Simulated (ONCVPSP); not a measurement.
## Logarithmic derivatives: N (Z = 7), ONCV

ONCVPSP 4.0.1 input, shortened (lines: element, Z, core and valence counts, functional; n l f; lmax; l rc ep ncon nbas qcut; lloc lpopt rc5 dvloc0; l nproj debl; icmod fcfact rcfact), PBE, scalar-relativistic:

```
  N 7.00    1    2        4      upf
    1    0    2.00
    2    0    1.75
    2    1    3.25
    1
    0    1.15    0.00    5   10    5.10
    1    1.80    0.00    4    8    8.90
    4    5    1.05    6.00
    0    3    2.00
    1    3    1.10
    0    0.00    0.00
```

The phase is arctan(r·R′/R) of the radial function R(r), unwrapped; energies in Ha, scanned from -2 to 5 Ha. A pole is an energy at which the radial function vanishes at the test radius. The pseudo phase is shifted by a multiple of π to meet the all-electron one at the reference energy, and phase errors are pseudo minus all-electron; the curves can meet again beyond the range given. Levels narrower than the energy grid can be missing from the lists of poles.

**Question.** For each channel, where are the poles, and over which energies does the pseudopotential scatter like the atom?

**Answer.**

```
channel  radius (bohr)  reference energy (Ha)  poles, all-electron  poles, pseudo  unbroken range about the reference energy with phases within 0.05 rad  phase error 1 Ha above the reference energy (rad)
      s           1.16                  -0.69                 2.62           2.62                                                        the whole range                                             -0.000
      p           1.82                  -0.26           0.26, 5.00     0.26, 5.00                                                        the whole range                                             +0.000
```

Note: ghosts flagged at negative energy: s at -6916.0 eV; no localised positive-energy state flagged. A true bound ghost makes a file unfit for plane-wave use.

Phases in the s channel:

| E (Ha) | all-electron | pseudo |
| --- | --- | --- |
| -1.98 | 0.059 | 0.059 |
| -1.80 | -0.099 | -0.099 |
| -1.62 | -0.262 | -0.262 |
| -1.44 | -0.420 | -0.420 |
| -1.26 | -0.568 | -0.568 |
| -1.08 | -0.700 | -0.700 |
| -0.90 | -0.816 | -0.816 |
| -0.72 | -0.916 | -0.916 |
| -0.54 | -1.001 | -1.001 |
| -0.36 | -1.074 | -1.074 |
| -0.18 | -1.137 | -1.137 |
| 0.00 | -1.192 | -1.192 |
| 0.18 | -1.239 | -1.239 |
| 0.36 | -1.281 | -1.281 |
| 0.54 | -1.318 | -1.318 |
| 0.72 | -1.351 | -1.351 |
| 0.90 | -1.380 | -1.380 |
| 1.08 | -1.407 | -1.407 |
| 1.26 | -1.432 | -1.432 |
| 1.44 | -1.454 | -1.454 |
| 1.62 | -1.475 | -1.475 |
| 1.80 | -1.494 | -1.494 |
| 1.98 | -1.513 | -1.513 |
| 2.16 | -1.530 | -1.530 |
| 2.34 | -1.546 | -1.546 |
| 2.52 | -1.562 | -1.562 |
| 2.70 | -1.577 | -1.577 |
| 2.88 | -1.592 | -1.592 |
| 3.06 | -1.606 | -1.606 |
| 3.24 | -1.620 | -1.620 |
| 3.42 | -1.634 | -1.634 |
| 3.60 | -1.648 | -1.648 |
| 3.78 | -1.662 | -1.662 |
| 3.96 | -1.676 | -1.676 |
| 4.14 | -1.691 | -1.691 |
| 4.32 | -1.705 | -1.705 |
| 4.50 | -1.720 | -1.720 |
| 4.68 | -1.736 | -1.736 |
| 4.86 | -1.752 | -1.752 |
